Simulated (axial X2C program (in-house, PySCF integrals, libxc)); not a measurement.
InH⁻: from the spin-free to the two-component result

All values were computed with an in-house relativistic program for diatomic molecules. Spin-free means the one-electron spin-free X2C Hamiltonian; two-component (2c) means X2C with spin–orbit coupling and atomic mean-field two-electron Coulomb and Gaunt terms, so the difference of the two also holds small scalar two-electron terms. Basis: In dyall-acv3z [12s13p10d5f1g], H dyall-av3z [7s3p2d] (cores contracted in-house); Gaussian nuclei, density fitting, unrestricted open shells. Masses: In 114.904 u, H 1.008 u.

Spin-free state: M_S = 1/2, Λ = 1 (beyond evenly filled blocks: π+α); fragments In + H- for PBE0, MP2, TPSSh; In- + H for HF.

```tsv
level	Re (Å)	ωe (cm⁻¹)	De (eV)	μ (D)
PBE0	1.885	1294.5	2.282	-0.84
HF	1.881	1343.7	n/a	-0.52
MP2	1.865	1319.5	2.215	n/a
TPSSh	1.886	1296.0	2.248	-0.82
```

Correlated methods: 15 electrons correlated (number of frozen shells: In 4 s, 3 p, 1 d; H none), 241 virtual spin orbitals or spinors in MP2.

Dipoles are positive if H is the positive end and refer to the centre of mass.

Problem. Within this multiplet, which Ω should lie lowest by the rule for regular and inverted multiplets?

Solution. The open π shell holds one electron, so the multiplet is regular: Ω = Λ − 1/2 = 1/2. The PBE0 2c search agrees, though Ω = 3/2 of the search lies only 0.10 eV higher.

Two-component determinant lowest at the distance of the search:

Ω = 1/2 (⟨Sz⟩ = -0.50, ⟨Lz⟩ = 1.00 at HF); fragments In + H- for PBE0, MP2, TPSSh; In- + H for HF.

```json
{"level": "PBE0", "Re (Å)": "1.886", "ωe (cm⁻¹)": "1285.4", "De (eV)": "n/a", "μ (D)": "-0.86"}
{"level": "HF", "Re (Å)": "1.883", "ωe (cm⁻¹)": "1330.9", "De (eV)": "n/a", "μ (D)": "-0.55"}
{"level": "MP2", "Re (Å)": "1.866", "ωe (cm⁻¹)": "1311.7", "De (eV)": "2.131", "μ (D)": "n/a"}
{"level": "TPSSh", "Re (Å)": "1.888", "ωe (cm⁻¹)": "1286.4", "De (eV)": "n/a", "μ (D)": "-0.84"}
```

Problem. From the two tables, how do the constants change at the MP2 level (2c against spin-free)?

Solution. At the MP2 level Re goes up by 0.001 Å and ωe falls by 7.8 cm⁻¹; De changes by -0.084 eV.

One determinant describes the state; a PBE0 search over occupations chose it and may have missed a lower one. Dissociation energies refer to the lowest single-determinant-based atoms at the same level and basis. De is not given where an atomic determinant may have missed its ground term or J level, or where the truncated virtual space spoils (T). Density functionals use the spin component along the axis (collinear). The highest occupied level is positive at some bond lengths even in Hartree–Fock (under at least one Hamiltonian), so the basis set holds the extra electron there; where that holds at Re the anion is at best weakly bound and its constants depend on the basis. Without a current term, density functionals place determinants with orbital angular momentum somewhat too high.
